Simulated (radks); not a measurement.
Sm V, configuration [Xe] 4f4 (the NIST ground configuration). Calculated with a radial shooting solver on a logarithmic mesh with Libxc functionals: Dirac Kohn-Sham, BLYP, spin-unpolarised, spherical densities, finite nucleus; open shells fill j = l - 1/2 first; Fermi nuclear charge, rms radius 5.0819 fm.

Normalised radial functions P(r) = r R(r) (large component), r in bohr:

r           4d5/2    5s1/2
0.001406   0.0000   0.0556
0.002131   0.0000   0.0766
0.00323    0.0002   0.1027
0.004897   0.0005   0.1317
0.007423   0.0016   0.1568
0.01116    0.0051   0.1637
0.01692    0.0157   0.1291
0.02565    0.0452   0.0276
0.03889    0.1200  -0.1338
0.05895    0.2806  -0.2589
0.08936    0.5411  -0.1620
0.1355     0.7680   0.1974
0.2037     0.5992   0.3713
0.3088    -0.2373  -0.1164
0.4681    -1.1890  -0.5636
0.7096    -1.2575   0.1029
1.076     -0.6034   0.9694
1.63      -0.1272   0.8039
2.472     -0.0091   0.2342
3.717     -0.0002   0.0219

4d5/2: eigenvalue -178.14 eV, 1 radial node at r = 0.281 bohr, <r> = 0.668 bohr, 90 % of the charge inside 1.00 bohr. 5s1/2: eigenvalue -86.742 eV, 4 radial nodes at r = 0.0278, 0.110, 0.288, 0.682 bohr, <r> = 1.34 bohr, 90 % of the charge inside 1.92 bohr.
